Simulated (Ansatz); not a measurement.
B(AsH3)H3 (BAsH6). Total charge 0; triplet. Geometry B3LYP-D4/def2-TZVP, that of the neutral singlet; atoms count from 1.

```xyz
8

B     0.086    0.803    0.924
As   -0.061   -0.567   -0.653
H    -0.098   -2.043   -0.339
H     1.022   -0.590   -1.705
H    -1.259   -0.504   -1.569
H     1.121    0.480    1.442
H    -0.909    0.568    1.555
H     0.099    1.854    0.343
```

At PBE0-D4/def2-TZVP a singlet of charge 0 lies 7.03 eV below the triplet at the same geometry.

(1) Estimate the Mulliken populations from the PBE0/def2-TZVP orbitals of Ansatz.

(2) Where does the spin sit?

(3) And the Mayer bond orders between heavy atoms (over 0.3)?

Answers

(1) 
```
atom  charge (e)  spin (α − β)
  B1       -0.42          0.34
 As2        0.17          0.90
  H3       -0.19          0.68
  H4        0.12         -0.03
  H5        0.12         -0.03
  H6        0.04          0.01
  H7        0.04          0.01
  H8        0.11          0.12
```
Mulliken values depend strongly on the basis.

(2) Summed by element: B 0.34, As 0.90, H 0.76, of 2 unpaired in all. Largest on single atoms: As2 0.90, H3 0.68, B1 0.34.

(3) B1–As2 0.69 (2.09 Å).
